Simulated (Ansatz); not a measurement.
Born–Oppenheimer molecular dynamics of CH7BFNOSi (13 atoms, charge 0, multiplicity 1). It goes on from the last frame of an earlier run, with new velocities.

Computed with UKS PBE0-D4/STO-3G in Ansatz.

```json
{
 "ensemble": "NVT, Langevin thermostat",
 "time step": "0.5 fs",
 "steps asked": "218",
 "set temperature": "1500 K",
 "friction": "0.02 /fs",
 "temperature schedule": "54 steps to 1500 K, then 163 steps to 4500 K",
 "seed": "711568"
}
```

First frame:

```xyz
13
Properties=species:S:1:pos:R:3
B -0.631 -0.982 -0.021
C -1.441 0.089 -0.615
F -1.413 0.477 -1.936
Si 0.389 0.994 0.224
N 1.895 0.506 0.883
O 0.703 1.818 -1.248
H -0.770 -1.227 1.115
H 0.128 -1.444 -0.657
H -2.370 0.500 -0.176
H -0.215 1.655 1.333
H 1.699 -0.106 1.669
H 2.625 0.116 0.275
H -0.071 1.617 -1.874
```

Q: How far do the bonds stretch over the last three quarters of this one trajectory? (Pairs bonded in most of those frames.)

A: 
| bond | mean (Å) | spread (Å) | shortest | longest |
| --- | --- | --- | --- | --- |
| B1–C2 | 1.505 | 0.100 | 1.34 | 1.71 |
| B1–Si4 | 2.118 | 0.105 | 1.91 | 2.26 |
| B1–H7 | 1.192 | 0.086 | 1.02 | 1.37 |
| B1–H8 | 1.199 | 0.080 | 1.06 | 1.35 |
| C2–F3 | 1.367 | 0.042 | 1.29 | 1.45 |
| C2–H9 | 1.138 | 0.031 | 1.08 | 1.22 |
| Si4–N5 | 1.790 | 0.080 | 1.64 | 1.94 |
| Si4–O6 | 1.725 | 0.035 | 1.67 | 1.80 |
| Si4–H10 | 1.470 | 0.042 | 1.37 | 1.57 |
| N5–H11 | 1.071 | 0.095 | 0.88 | 1.30 |
| N5–H12 | 1.063 | 0.064 | 0.88 | 1.25 |
| O6–H13 | 1.041 | 0.070 | 0.92 | 1.17 |

Mean temperature of the second half: 2311 K. The schedule's set-point averaged 3515 K over the second half and the system 2311 K, so it lags behind the ramp. A run of 0.11 ps of so small a system gives no equilibrium averages. Limits of this set-up: minimal basis.

The run took 12 min on 1 thread of Intel(R) Xeon(R) 6975P-C (Granite Rapids), on a shared host, peak memory 0.2 GiB.
